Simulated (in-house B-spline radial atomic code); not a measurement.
Yb⁷⁺: [Kr] 4d10 4f11 5s2 5p3 6d1 (an excited or competing configuration)

All numbers are computed (Dirac-Hartree-Fock, average of configuration; Fermi nucleus of rms radius 5.3108 fm) with a B-spline radial code for spherical atoms, not measured.

Effective charges: Z_r = [3n² - l(l+1)]/(2<r>) from the radius, Z_e = n√(-2ε) from the energy, and Slater's rules. Values are occupation-weighted means over j. An effective charge above Z reflects the relativistic contraction of the inner shells.

| shell | electrons | ε (eV) | <r> (bohr) | Z_r | Z_e | Slater |
| --- | --- | --- | --- | --- | --- | --- |
| 1s | 2 | -61839 | 0.01966 | 76.30 | 67.42 | 69.70 |
| 2s | 2 | -10716 | 0.08269 | 72.56 | 56.13 | 65.85 |
| 2p | 6 | -9504 | 0.07378 | 67.77 | 52.86 | 65.85 |
| 3s | 2 | -2576.6 | 0.2157 | 62.60 | 41.28 | 58.75 |
| 3p | 6 | -2199.9 | 0.2151 | 58.12 | 38.15 | 58.75 |
| 3d | 10 | -1716.5 | 0.1961 | 53.56 | 33.70 | 48.85 |
| 4s | 2 | -641.4 | 0.4864 | 49.34 | 27.46 | 42.25 |
| 4p | 6 | -513.43 | 0.5147 | 44.69 | 24.57 | 42.25 |
| 4d | 10 | -336.53 | 0.5532 | 37.96 | 19.89 | 30.85 |
| 5s | 2 | -175.4 | 1.114 | 33.66 | 17.95 | 15.95 |
| 4f | 11 | -143.99 | 0.6411 | 28.08 | 13.01 | 20.50 |
| 5p | 3 | -141.11 | 1.236 | 29.52 | 16.10 | 15.95 |
| 6d | 1 | -48.847 | 3.063 | 16.65 | 11.37 | 8.00 |

The least bound orbital is 6d5/2 at -48.68 eV, and it is also the most diffuse (<r> = 3.074 bohr).

Spin-orbit splittings of the orbital energies (j = l + 1/2 above j = l - 1/2 when positive): 2p 1049 eV, 3p 226.5 eV, 3d 48.91 eV, 4p 52.28 eV, 4d 9.767 eV, 4f 1.614 eV, 5p 9.057 eV, 6d 0.4097 eV.

For the 1s electron the small component carries 6.9 % of the norm, the zero-frequency Breit interaction raises the level by 202.3 eV, self-energy by 124.3 eV, and vacuum polarisation lowers it by 22.14 eV.
